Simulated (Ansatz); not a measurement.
Born–Oppenheimer molecular dynamics of AlF$_{2}$H$_{2}$N (6 atoms, charge 0, multiplicity 1). It starts from a relaxed structure.

Computed with RKS B3LYP-D4/def2-SVP in Ansatz.

```
ensemble             : NVT, Nosé–Hoover chain
time step            : 0.25 fs
steps asked          : 150
set temperature      : 1000 K
thermostat           : time constant 20 fs, chain length 1
temperature schedule : 37 steps to 1000 K, then 113 steps to 2000 K
seed                 : 110424
```

First frame:

```xyz
6
Properties=species:S:1:pos:R:3
Al 0.000 0.000 0.070
N 0.000 0.000 1.821
H -0.832 -0.069 2.399
H 0.832 0.069 2.399
F 1.418 0.116 -0.779
F -1.418 -0.116 -0.779
```

Task: What does the run give?

Result: The run went to its last step.

* steps done: 150
* time covered: 37.5 fs
* mean temperature over the second half: 707 K
* spread of the potential energy over the second half: 18.8 meV per atom
* mean potential energy of the second half above the start: 72.3 meV per atom

The conserved energy stayed within 0.24 meV per atom of its start (net change 0.11 meV per atom), so the integration is sound. The schedule's set-point averaged 1668 K over the second half and the system 707 K, so it lags behind the ramp. A run of 0.037 ps of so small a system gives no equilibrium averages.

Task: What happens to the structure?

Result: The same pairs are bonded in the first frame and the last. Pairs count as bonded within 1.25 times the sum of covalent radii (0.12 Å more for H–H). This is one draw of velocities; another would differ in detail.

Task: How do temperature and energy run in time?

Result: 
```
time (fs)  T (K)  potential energy less start (eV)  conserved less start (meV/atom)
        0   1000                             0.000                             0.00
        3    622                             0.197                             0.09
        6    505                             0.262                             0.05
        9    565                             0.241                             0.03
       12    403                             0.341                             0.10
       15    519                             0.301                             0.02
       18    583                             0.296                             0.06
       21    644                             0.316                             0.10
       24    652                             0.363                             0.03
       27    209                             0.633                             0.18
       30    568                             0.500                             0.12
       33   1083                             0.333                             0.07
       36    993                             0.543                             0.23
```

The run took 4.7 min on 1 thread of Arm Neoverse V1, on a shared host, peak memory 0.12 GiB.
